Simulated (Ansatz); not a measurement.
`ClB1NC[Se]1` and `ClB1NCO1` differ in one element.

Ansatz, PBE0-D4/def2-TZVP geometries, multiplicity 1. 

Scalar relativity is left out up to krypton.

| property | `ClB1NC[Se]1` |
| --- | --- |
| LUMO energy (B3LYP/def2-TZVPP) / eV | -0.64 |
| HOMO energy (B3LYP/def2-TZVPP) / eV | -6.53 |
| HOMO energy (PBE0/def2-TZVPP) / eV | -6.77 |
| HOMO–LUMO gap (PBE/def2-TZVPP) / eV | 4.31 |
| LUMO energy (PBE0/def2-TZVPP) / eV | -0.39 |
| HOMO–LUMO gap (PBE0/def2-TZVPP) / eV | 6.38 |

(1) Give the same properties after the change, and the shifts. (Estimate.)

Answers

(1) Computed: 
| property | `ClB1NCO1` | shift |
| --- | --- | --- |
| LUMO energy (B3LYP/def2-TZVPP) / eV | 0.60 | 1.24 |
| HOMO energy (B3LYP/def2-TZVPP) / eV | -7.70 | -1.17 |
| HOMO energy (PBE0/def2-TZVPP) / eV | -7.95 | -1.18 |
| HOMO–LUMO gap (PBE/def2-TZVPP) / eV | 6.52 | 2.21 |
| LUMO energy (PBE0/def2-TZVPP) / eV | 0.94 | 1.33 |
| HOMO–LUMO gap (PBE0/def2-TZVPP) / eV | 8.89 | 2.51 |

With PBE0 the HOMO falls by 1.18 eV and the LUMO rises by 1.33 eV, so the gap widens by about 2.51 eV. PBE moves the HOMO by -0.89 eV and ωB97M-V by -1.37 eV.

B3LYP here is the variant with VWN-RPA as its local correlation; programs differ in this.

Spin–orbit coupling is left out; it splits and shifts lone-pair levels of the heavy atoms by tenths of an eV.
